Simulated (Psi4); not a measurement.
CF2I (SMILES F[C](F)I), doublet, at a GFN2-xTB geometry (all electrons, no relativity); B3LYP5/6-311G** in Psi4.

Here is a job for Psi4.
```
memory 2 GB

molecule mol {
0 2
  F    -1.940471   -1.042468   -0.071114
  C    -1.271159    0.029734    0.322258
  F    -1.897433    1.116629   -0.100563
  I     0.795624   -0.015959   -0.007329
}

set basis 6-311g**
set reference uks
set scf_type pk
set puream true
set d_convergence 1e-8
set dft_radial_points 99
set dft_spherical_points 590

energy('b3lyp5')
print_variables()
```

Question: Write the output that Psi4 gives for this input, abridged.

Answer: 
```
Traceback (most recent call last):
  File "psi4", line 375, in <module>
  File "<string>", line 30, in <module>
  File "site-packages/psi4/driver/driver.py", line 533, in energy
  File "site-packages/psi4/driver/procrouting/proc.py", line 2760, in run_scf
  File "site-packages/psi4/driver/procrouting/proc.py", line 1934, in scf_helper
  File "site-packages/psi4/driver/p4util/python_helpers.py", line 229, in _core_wavefunction_build
  File "site-packages/psi4/driver/p4util/python_helpers.py", line 169, in _pybuild_basis
  File "site-packages/psi4/driver/qcdb/libmintsbasisset.py", line 722, in pyconstruct
  File "site-packages/psi4/driver/qcdb/libmintsbasisset.py", line 976, in construct

psi4.driver.qcdb.exceptions.BasisSetNotFound: BasisSet::construct: Unable to find a basis set for atom 4 for key BASIS among:
  Shell Entries: ['I']
  Basis Sets: [('6-311G**', '6-311G**', None)]
  File Path: tmpiz1e8s9a, tmpiz1e8s9a, basis
  Input Blocks:

Printing out the relevant lines from the Psithon --> Python processed input file:
    core.set_global_option("SCF_TYPE", "pk")
    core.set_global_option("PUREAM", "true")
    core.set_global_option("D_CONVERGENCE", 1e-8)
    core.set_global_option("DFT_RADIAL_POINTS", 99)
    core.set_global_option("DFT_SPHERICAL_POINTS", 590)
--> energy('b3lyp5')
    print_variables()

!----------------------------------------------------------------------------------!
!                                                                                  !
!  BasisSet::construct: Unable to find a basis set for atom 4 for key BASIS among: !
!   Shell Entries: ['I']                                                           !
!   Basis Sets: [('6-311G**', '6-311G**', None)]                                   !
!   File Path: tmpiz1e8s9a,       !
!     tmpiz1e8s9a,                !
!     basis                                          !
!   Input Blocks:                                                                  !
!                                                                                  !
!----------------------------------------------------------------------------------!

QcdbException BasisSetNotFound: BasisSet::construct: Unable to find a basis set for atom 4 for key BASIS among:
  Shell Entries: ['I']
  Basis Sets: [('6-311G**', '6-311G**', None)]
  File Path: tmpiz1e8s9a, tmpiz1e8s9a, basis
  Input Blocks:
```

The program refused the input.
